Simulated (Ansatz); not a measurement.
Mulliken charges of C2H6AlBr, SMILES `[AlH2][CH2]CBr` from r2SCAN/def2-TZVPP in Ansatz (PBE0-D4/def2-TZVP geometry).

| atom | x (Å) | y (Å) | z (Å) | charge (e) |
| --- | --- | --- | --- | --- |
| Al1 | -0.542 | 1.678 | 0.062 | 0.508 |
| C2 | -0.215 | -0.208 | 0.526 | -0.276 |
| C3 | 0.576 | -0.980 | -0.488 | -0.048 |
| Br4 | 0.870 | -2.860 | 0.026 | -0.193 |
| H5 | 0.011 | 2.277 | -1.301 | -0.156 |
| H6 | -1.369 | 2.577 | 1.073 | -0.151 |
| H7 | 0.284 | -0.226 | 1.502 | 0.063 |
| H8 | -1.192 | -0.679 | 0.696 | 0.063 |
| H9 | 0.081 | -1.044 | -1.456 | 0.095 |
| H10 | 1.579 | -0.586 | -0.636 | 0.095 |

Question: By hand: the dipole of these point charges (1 e Å = 4.8032 D).

Answer: Σ q r = (-0.106, 0.553, -0.115) e Å, of length 0.575 e Å = 2.76 D.

Question: How does the dipole of the full density compare? (Estimate.)

Answer: The calculation gave: (-0.114, 0.423, -0.027) e Å, 2.11 D; the point charges give 1.31 times that, at 9° from its direction.

Point charges leave out the atoms' own dipoles, such as those of lone pairs, and Mulliken's split depends on the basis, so the two needn't agree.
